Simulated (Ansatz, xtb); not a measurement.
# A geometry optimisation of BrH3NOSi with r2SCAN-D4/def2-SVP

The starting geometry of this gas-phase doublet was built from a drawn formula by distance geometry and a force field; its bonds are those of `[O-][NH2+][SiH]Br`.

```yaml
atoms:
  - { symbol: Br, position_ang: [0.3818, 1.0477, -1.7955] }
  - { symbol: N, position_ang: [-2.5694, 0.1315, -1.0067] }
  - { symbol: O, position_ang: [-3.3562, -0.8882, -0.6133] }
  - { symbol: Si, position_ang: [-1.3287, -0.2848, -2.1575] }
  - { symbol: H, position_ang: [-3.1190, 0.8779, -1.3768] }
  - { symbol: H, position_ang: [-2.1050, 0.5896, -0.1702] }
  - { symbol: H, position_ang: [-1.9145, 0.1060, -3.4707] }
```

**Question.** Where would you expect an optimisation with r2SCAN-D4/def2-SVP to take it?

**Answer.** It rearranges to `NO[SiH]Br`. Contacts that open: N2–Si4 (1.74 → 2.54 Å). Contacts that close: O3–Si4 (2.62 → 1.68 Å).

The energy falls by 2.10 eV over 17 steps:

```
step  E − E(last) (eV)
   1             2.096
   3             1.325
   5             0.496
   6             0.403
   8             0.241
  10             0.087
  12             0.011
  13             0.002
  15             0.000
  17             0.000
```

Final geometry (Å):

```csv
atom,x (Å),y (Å),z (Å)
Br,0.6386,0.3712,-1.8501
N,-2.8268,0.7411,-0.9070
O,-2.3614,-0.6258,-1.1051
Si,-1.2915,-0.6236,-2.4020
H,-3.8363,0.6202,-0.7823
H,-2.4703,0.9768,0.0251
H,-1.8631,0.1198,-3.5692
```

From the same start GFN2-xTB reaches the same bonding as this run.

No frequencies were run, so the end isn't proven a minimum. Open shells are spin-unrestricted. Run with Ansatz 0.2.0, 89 s on 2 threads of Arm Neoverse V2 (shared host).
